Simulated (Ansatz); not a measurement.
Ansatz (a quantum-chemistry and plane-wave program) input:
A basis named .json is the Basis Set Exchange file of that set.

Ansatz 0.2 input:
```yaml
crystal:
  periodic: [false, false, false]
  atoms:
    - {symbol: Ta, position_ang: [0.03976536, -0.05345324, -0.14586399]}
    - {symbol: O, position_ang: [-1.37772216, -0.95935198, 0.30020135]}
    - {symbol: O, position_ang: [-0.46897159, 1.59327137, -0.38748859]}
    - {symbol: F, position_ang: [1.31896428, -0.12991871, 1.26070772]}
basis:
  gaussian:
    orbitals: def2-TZVPPD.json
total_charge: 1
magnetization: {spin_polarized: true, initial_magnetization: 1}
correlation: {method: ccsd_t, electrons: outside_noble_gas}
```

What final total energy does it print?

-306.32348 Eh (CCSD(T)/def2-TZVPPD). The basis has 179 functions.

This state (charge 1, doublet) is run at the relaxed geometry of the species with charge 0 and multiplicity 1.

The determinant is spin-contaminated: <S^2> is 1.12 against 0.75 for a pure state.
